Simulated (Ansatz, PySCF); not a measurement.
Pair of molecules: H2O (SMILES O) (first 3 atoms) with CH3Cl (SMILES CCl); geometry from B3LYP-D3(BJ)/def2-TZVP.
(charge 0, multiplicity 1):
```xyz
8

O      0.1454     0.2579     0.1124
H     -0.4369     0.4220     0.8662
H     -0.4169    -0.1374    -0.5612
C      0.8134    -0.9182     3.1537
Cl    -0.8068    -0.1333     3.2639
H      1.1221    -0.8862     2.1136
H      1.4966    -0.3583     3.7842
H      0.7114    -1.9398     3.5059
```

Interaction energies are E(AB) − E(A) − E(B) at the monomers' geometry in the complex; basis-set methods are counterpoise corrected. Rows marked so take none.

Rows in 6-311+G**, 6-31G* carry no dispersion term and start afresh at each structure (6-31G* with six Cartesian d functions).

Programs: Ansatz (Gaussian orbitals); PySCF for 6-311+G** rows, 6-31G* rows, the dispersion terms. Each number belongs to the level named beside it.

Problem. One of these levels gives -18.3 kJ/mol for the interaction energy. Which?
(A) B3LYP/6-31G* (no counterpoise)
(B) BLYP-D3(BJ)/def2-TZVPPD
(C) B3LYP/6-311+G** (no counterpoise)

Solution. A, B3LYP/6-31G* (no counterpoise). The others give -14.4 (BLYP-D3(BJ)/def2-TZVPPD), -11.6 (B3LYP/6-311+G** (no counterpoise))

Ansatz is a first-principles code.
